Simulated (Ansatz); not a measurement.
Te(GeH3)2 (Ge2TeH6). The state is a triplet with charge 0. Geometry PBE-D4/def2-SVP, that of the neutral singlet.

```xyz
9

Te    0.9741    1.5212   -0.3813
Ge   -1.1571    0.4342   -1.3623
H    -0.8473   -1.0036   -1.8571
H    -1.6052    1.3212   -2.5508
H    -2.2741    0.3776   -0.2863
Ge    1.1885   -0.3878    1.3496
H     2.3627   -0.0125    2.2879
H     1.4852   -1.7344    0.6371
H    -0.1267   -0.5159    2.1632
```

In the def2 sets Te takes a core potential; there is no spin–orbit coupling. At PBE0-D4/def2-TZVP a singlet of charge 0 lies 3.62 eV below the triplet at the same geometry.

Task: Estimate the α-spin orbital energies around the gap (eV) in Ansatz with PBE-D4/def2-TZVP, r2SCAN-D4/def2-TZVP, PBE0-D4/def2-TZVP.

Result: 
| orbital | PBE-D4/def2-TZVP | r2SCAN-D4/def2-TZVP | PBE0-D4/def2-TZVP |
| --- | --- | --- | --- |
| HOMO−5 | -8.66 | -9.01 | -9.97 |
| HOMO−4 | -8.45 | -8.82 | -9.73 |
| HOMO−3 | -7.75 | -8.10 | -8.98 |
| HOMO−2 | -7.66 | -7.95 | -8.82 |
| HOMO−1 | -6.98 | -7.43 | -8.17 |
| HOMO | -2.29 | -2.40 | -2.94 |
| LUMO | -1.89 | -1.81 | -1.21 |
| LUMO+1 | -0.47 | -0.19 | 0.33 |
| LUMO+2 | -0.31 | 0.06 | 0.52 |
| LUMO+3 | -0.06 | 0.18 | 0.72 |
| LUMO+4 | 0.50 | 0.81 | 1.32 |
| LUMO+5 | 0.58 | 0.93 | 1.49 |
| β HOMO | -7.24 | -7.51 | -8.25 |
| β LUMO | -5.68 | -5.43 | -4.81 |
